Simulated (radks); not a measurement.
The numbers below are computed, except where a source is named.
These are the eigenvalues of the occupied orbitals of an atom or ion with whole-number occupations (Ry). Level of theory: Dirac Kohn-Sham, PBE, spin-unpolarised, spherical densities, finite nucleus; Fermi nuclear charge, rms radius of each element as measured or else 0.836 A^(1/3) + 0.57 fm (a radial shooting solver on a logarithmic mesh with Libxc functionals).

orbital  eigenvalue
1s1/2     -3952.616
2s1/2     -669.4252
2p1/2     -637.3734
2p3/2     -578.5683
3s1/2     -159.9152
3p1/2     -145.9240
3p3/2     -133.7118
3d3/2     -109.6426
3d5/2     -106.9776
4s1/2     -42.49162
4p1/2     -36.94241
4p3/2     -34.14087
4d3/2     -24.96000
4d5/2     -24.43875
5s1/2     -14.91781
4f5/2     -13.27857
5p1/2     -13.05610

Which element is it, and in what charge state? The configuration may be excited.

Answer. Z = 66, dysprosium, charge +10: Dy10+ in [Kr] 4d10 4f(5/2: 6, 7/2: 0) 5s2 5p(1/2: 2, 3/2: 0). The list shows which subshells hold electrons but not how many an open one holds; the 1s level, -1976.3 hartree, gives Z - s = 62.9 by -(Z - s)^2/2, which with screening and relativity narrows Z to a few neighbours, and the depths of the outer levels then fix element, charge and occupations together.
